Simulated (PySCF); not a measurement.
PySCF 2.14 output of a UHF calculation on a single atom or ion in aug-cc-pV5Z-PP with ECP28MDF (8s8p6d4f3g2h, 139 functions), with a scalar-relativistic core potential:

```
SCF conv_tol = 1e-09
number electrons alpha = 12  beta = 10
cycle= 1 E= -265.570726515035  delta_E= -0.00375  |g|= 0.0211  |ddm|= 0.129
cycle= 2 E= -265.57126280501  delta_E= -0.000536  |g|= 0.00888  |ddm|= 0.0538
cycle= 3 E= -265.571642639952  delta_E= -0.00038  |g|= 0.0053  |ddm|= 0.0696
cycle= 4 E= -265.571786929425  delta_E= -0.000144  |g|= 0.00544  |ddm|= 0.0276
cycle= 5 E= -265.570212796776  delta_E= 0.00157  |g|= 0.00398  |ddm|= 0.388
cycle= 6 E= -265.569954056566  delta_E= 0.000259  |g|= 0.0037  |ddm|= 0.143
cycle= 7 E= -265.56995645523  delta_E= -2.4e-06  |g|= 0.00355  |ddm|= 0.00259
cycle= 8 E= -265.569880096759  delta_E= 7.64e-05  |g|= 0.00209  |ddm|= 0.175
cycle= 9 E= -265.569885632004  delta_E= -5.54e-06  |g|= 0.000723  |ddm|= 0.0262
cycle= 10 E= -265.569885687419  delta_E= -5.54e-08  |g|= 0.00021  |ddm|= 0.021
cycle= 11 E= -265.569885728939  delta_E= -4.15e-08  |g|= 1.54e-05  |ddm|= 0.0031
cycle= 12 E= -265.569885729164  delta_E= -2.25e-10  |g|= 3.61e-06  |ddm|= 0.000267
converged SCF energy = -265.569885729164  <S^2> = 2.0068239  2S+1 = 3.0045458
```

The run itself started from symmetry-adapted Hartree-Fock orbitals and held the occupation by maximum overlap, so the iterations belong to that start.

Task: Which element, charge and spin multiplicity is this?

Result: Te²⁺ (tellurium, charge +2), multiplicity 3; the state was [Kr] 4d10 5s2 5p1 6s1, high-spin 3P determinant (an excited configuration).

Energies and moments cover only the electrons outside the core potential. The outer electron is Rydberg-like, and this basis confines it to a smaller radius and binds it less than a complete one would.
